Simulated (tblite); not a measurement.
Input of a run (GFN2-xTB geometry optimisation, gas phase (tblite 0.8.0)), started from a force field or distance geometry:
```
{"job": {"kind": "relax", "xc": "GFN2-xTB", "basis": "xTB"}, "charge": 0, "multiplicity": 1}
C     -2.407000    -0.101300     0.540400
C     -1.329200     0.288100     0.202200
S      0.318500     0.862500    -0.280500
O      0.489100     1.840900     0.771700
O     -0.032100     1.228200    -1.637400
C      1.357700    -0.607000    -0.146300
F      0.945300    -1.622500    -0.952200
F      2.664300    -0.346900    -0.481000
F      1.394800    -1.113000     1.125200
H     -3.392400    -0.424300     0.835400
```

Output (eV, eV/Å):
```
step      E/eV     max force
  0    -880.29028    5.658
  1    -880.78604    3.425
  2    -880.72228    8.010
  3    -880.94806    1.072
  4    -880.97481    0.611
  5    -881.01311    0.435
  6    -881.03377    0.416
  7    -881.04117    0.390
  8    -881.04472    0.163
  9    -881.04695    0.133
 10    -881.05019    0.172
 11    -881.05219    0.172
 12    -881.05388    0.109
 13    -881.05486    0.091
 14    -881.05551    0.063
 15    -881.05598    0.065
 16    -881.05656    0.071
 17    -881.05741    0.094
 18    -881.05851    0.099
 19    -881.05951    0.083
 20    -881.06015    0.053
 21    -881.06051    0.056
 22    -881.06077    0.056
 23    -881.06103    0.048
 24    -881.06134    0.063
 25    -881.06177    0.074
 26    -881.06230    0.081
 27    -881.06281    0.060
 28    -881.06324    0.059
 29    -881.06369    0.060
 30    -881.06433    0.081
 31    -881.06524    0.115
 32    -881.06624    0.110
 33    -881.06704    0.072
 34    -881.06751    0.066
 35    -881.06776    0.050
 36    -881.06789    0.022
 37    -881.06792    0.010
```

Summarise the run.

The energy falls by 0.778 eV over 37 L-BFGS steps, the largest force on an atom goes from 5.66 to 0.010 eV/Å, and the atoms move by 0.158 Å rms after alignment. The bond that changes most is S3–C6 (sulfonyl sulfur to CF3 carbon), which lengthens by 0.086 Å. Bonds longer at the end by more than 0.005 Å: 1 of 9; shorter: 7. Among the angles that change most is C2–S3–O5, from 96.3° to 109.8°. Among the dihedrals that turn most is O5–S3–C6–F7, from -44° to -55°. The energy rose by more than 1e-5 eV at step 2. The first step brought 64 % of the lowering.

What are the final bond lengths?

C1≡C2 1.198 Å, C2–S3 1.744 Å, S3=O4 1.422 Å, S3=O5 1.422 Å, S3–C6 1.891 Å, C6–F7 1.330 Å, C6–F8 1.322 Å, C6–F9 1.330 Å, C1–H10 1.054 Å. Numbering counts from 1 in the input's order; the species is `C#CS(=O)(C(F)(F)F)=O`.

Its GFN2-xTB frequencies are all real (lowest 30 cm⁻¹).

These are computed values.
